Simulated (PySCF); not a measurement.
CdHI, SMILES [CdH][I].

The structure is a stationary point at PBE0-D3(BJ)/def2-TZVP. The def2 effective core potentials stand for the cores of Cd, I; spin–orbit coupling is left out.

Calculation: PySCF with TDDFT-LC-ωPBE/def2-TZVPD.

Vertical excitations; the highest root listed may be one member of a degenerate set. Gas-phase values at a fixed geometry. State labels are in the subgroup C2v.

```csv
state,symmetry,energy (eV),λ (nm),f,main pairs
S1,B1,5.78,215,0.031,HOMO−1→LUMO+2 (degenerate set)
S2,B2,5.78,215,0.031,HOMO→LUMO+2 (degenerate set)
S3,A1,6.34,195,0.000,"HOMO−1→LUMO, HOMO→LUMO+1 (degenerate set)"
S4,A2,6.34,195,0.000,"HOMO→LUMO, HOMO−1→LUMO+1 (degenerate set)"
S5,A2,6.35,195,0.000,"HOMO−1→LUMO+1 45 %, HOMO→LUMO 45 %"
S6,A1,6.57,189,0.000,"HOMO→LUMO+1 34 %, HOMO−1→LUMO 34 %, HOMO−2→LUMO+2 21 %"
S7,B2,6.86,181,0.022,HOMO−2→LUMO+1 (degenerate set)
S8,B1,6.86,181,0.022,HOMO−2→LUMO (degenerate set)
S9,A1,7.88,157,1.680,HOMO−2→LUMO+2 67 %
S10,B1,7.98,155,0.082,"HOMO−1→LUMO+6 61 %, HOMO−1→LUMO+7 16 %, HOMO−1→LUMO+3 15 %"
T1,B2,5.40,230,0,HOMO→LUMO+2 (degenerate set)
T2,B1,5.40,230,0,HOMO−1→LUMO+2 (degenerate set)
T3,A1,5.68,218,0,HOMO−2→LUMO+2 70 %
T4,A1,5.95,208,0,"HOMO→LUMO+1 35 %, HOMO−1→LUMO 35 %, HOMO−2→LUMO+2 11 %, HOMO−3→LUMO+2 5 %"
```
Triplets are in the Tamm–Dancoff approximation, which puts them higher than full response would, so one can lie above its singlet here.
